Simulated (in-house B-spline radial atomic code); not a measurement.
**Removing one electron from the cadmium ion Cd²⁺**

Closed shell [Kr] 4d10. Computed with an all-electron radial atomic-structure program (B-spline basis): Koopmans values of Dirac-Hartree-Fock plus a diagonal self-energy, in second order or with its direct term screened (direct RPA, with the hole-particle interaction, or full time-dependent Hartree-Fock), linearised in energy; no-pair Dirac-Coulomb Hamiltonian, finite nucleus. Shifts add to the Koopmans value (the ΔSCF shift is orbital relaxation alone); the final value takes TDHF screening with Breit and QED.

Command:
```bash
python run_mb.py task.json out
```
Settings (nuclear radius in fm, box in bohr, cutoff in hartree):
```
basis_form          2
Z                   48
core_configuration  [Kr] 4d10
rms_radius          4.6087
mass_number         114
speed_of_light      137.036
box_radius          16.642
lmax                7
intervals           64
virtual_cutoff      9216.0
```

Cost of the run: 88 s on 1 thread of Arm Neoverse V1 (shared host).

Energies in eV:

```csv
subshell,Koopmans,ΔSCF shift,second order,direct RPA,hole-particle,TDHF,Breit + QED,final
4d5/2,37.75,-1.951,?,?,?,?,?,?
4d3/2,38.55,-2.030,-1.175,-0.066,-0.422,-0.438,-0.002,38.11
```

Problem. What does the self-energy do to 4d5/2?

Solution. It shifts the removal energy by -1.088 eV in second order, -0.030 with direct RPA, -0.373 with the hole-particle term and -0.386 with TDHF screening (quasi-particle weight 0.948); Breit and QED add 0.020 eV. The final value is 37.38 eV, against 37.468 ± 0.006 eV (NIST, measured).
